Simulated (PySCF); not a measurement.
Si(Et)2(OH)(OMe), C5H14O2Si, SMILES CC[Si](O)(CC)OC at its GFN2-xTB optimised geometry (Å):

```
22

C      1.0258    -1.4676     0.0130
C      0.4084    -0.0733     0.0000
Si    -1.4913    -0.0733     0.0000
O     -2.1130     1.4478     0.0000
C     -2.2138    -1.0515    -1.4786
C     -1.7253    -0.5718    -2.8442
O     -1.8827    -0.7294     1.4327
C     -3.1391    -0.7697     2.0504
H      0.6850    -2.0178     0.8853
H      2.1130    -1.4109     0.0415
H      0.7367    -2.0241    -0.8751
H      0.7697     0.4786     0.8681
H      0.7697     0.4647    -0.8779
H     -1.9814     2.0241    -0.7469
H     -1.9683    -2.1090    -1.3747
H     -3.3047    -0.9898    -1.4590
H     -0.6426    -0.6452    -2.9106
H     -2.1565    -1.1723    -3.6435
H     -2.0055     0.4659    -3.0137
H     -3.7950    -1.4786     1.5400
H     -2.9921    -1.0914     3.0817
H     -3.6046     0.2164     2.0375
```

Calculation: PBE0/def2-SVP run with PySCF. Cells within 0.4 Å of a nucleus heavier than hydrogen are left out (blank, or x).

Map of the log10 of the electron density (e/bohr³), floored at −4 on the plane z = 1.5 Å:

```
|00000000000000000000000000000|
|00000000000000000000000000000|
|00000000000000000000000000000|
|00000000000000000000000000000|
|00000000000000000000000000000|
|00000000000000000000000000000|
|00000011110000000000000000000|
|00001123322100000000000000000|
|00011233332110111110000000000|
|01122334433211223221000000000|
|12333334443322344432100000000|
|34444444444333455543210000000|
|35565545554434456654210000000|
|45676656666544556654210000000|
|46777777887654455554210000000|
|46778789998654445443210000000|
|5678888xxx8754444433221000000|
|57888889xx8754344443321100000|
|67888778987654445544322100000|
|57887667776543456554322100000|
|56776555555433456654322100000|
|45555433443223456554321000000|
|33443222221113445543210000000|
|12222110000012334432100000000|
|00000000000001122221000000000|
|00000000000000011100000000000|
|00000000000000000000000000000|
|00000000000000000000000000000|
|00000000000000000000000000000|
```
Scale: ten equal steps from -4.00 (start of '0') to -0.182 (end of '9'), in the order '0123456789'; x runs from -4.50 to 4.50, y from -4.50 (bottom) to 4.50 (top).
